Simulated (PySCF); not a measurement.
PySCF input file for WOF2, SMILES [O]=[W]([F])[F] (connectivity only; charge and spin as stated), neutral, multiplicity 3, C-PCM-ωB97X/def2-SVP. Geometry: PBE-D3(BJ)/def2-TZVP. The multiplicity is an assumed one; other spin states were not compared. The def2 effective core potentials stand for the cores of W; spin–orbit coupling is left out.

```python
import numpy as np
from pyscf import gto, scf, dft
from pyscf.solvent import pcm

mol = gto.M(
    atom='''
    W     0.00000000    0.00000000    0.03992408
    O     0.00000000    0.00000005    1.74071760
    F     0.00000000    1.62420545   -0.93778465
    F     0.00000000   -1.62420552   -0.93778457
    ''',
    basis='def2-SVP',
    ecp={'W': 'def2-svp'},
    charge=0,
    spin=2,
    max_memory=1600,
    verbose=3,
)
mf = dft.UKS(mol, xc='wb97x').density_fit(auxbasis='def2-universal-jkfit')
mf.grids.level = 3
mf.conv_tol = 1e-9
mf.max_cycle = 100
mf.kernel()
fine, coarse = mf.grids, dft.Grids(mol).set(level=1).build(with_non0tab=True)
for _ in range(3):  # follow internal instabilities
    mf.grids = coarse
    mo, _, stable, _ = mf.stability(return_status=True, nroots=4)
    mf.grids = fine
    if stable:
        break
    mf.kernel(mf.make_rdm1(mo, mf.mo_occ))
res = {}
for name, eps in {'water': 78.355, '2-propanol': 19.264, 'dimethylsulfoxide': 46.826}.items():
    s = mf.PCM()
    s.with_solvent.method, s.with_solvent.eps, s.with_solvent.lebedev_order = 'C-PCM', eps, 29
    s.kernel(mf.make_rdm1())
    res[name] = (s.e_tot, eps, s.dip_moment(), s.mo_energy, s.converged)
    print(f'{name}: electrostatic solvation free energy {(s.e_tot - mf.e_tot) * 627.509474:.3f} kcal/mol')
```

Output:

```

WARN: HOMO -0.356521375899141 >= LUMO -0.357903218343797

converged SCF energy = -341.82887434942  <S^2> = 2.0094676  2S+1 = 3.0063051
<class 'pyscf.df.df_jk.DFUKS'> wavefunction is stable in the internal stability analysis

WARN: PCM is an experimental feature. It is still in testing.
Features and APIs may be changed in the future.

converged SCF energy = -341.841059648306  <S^2> = 2.0085347  2S+1 = 3.0056844
Dipole moment(X, Y, Z, Debye): -0.00000,  0.00000, -1.04370
water: electrostatic solvation free energy -7.646 kcal/mol

WARN: PCM is an experimental feature. It is still in testing.
Features and APIs may be changed in the future.

converged SCF energy = -341.840532897843  <S^2> = 2.0085763  2S+1 = 3.0057121
Dipole moment(X, Y, Z, Debye):  0.00000,  0.00000, -1.02755
2-propanol: electrostatic solvation free energy -7.316 kcal/mol

WARN: PCM is an experimental feature. It is still in testing.
Features and APIs may be changed in the future.

converged SCF energy = -341.840943677111  <S^2> = 2.0085439  2S+1 = 3.0056905
Dipole moment(X, Y, Z, Debye): -0.00000,  0.00000, -1.04012
dimethylsulfoxide: electrostatic solvation free energy -7.574 kcal/mol
```

The run converged.

Cost: about 50 core-seconds (a rough figure).
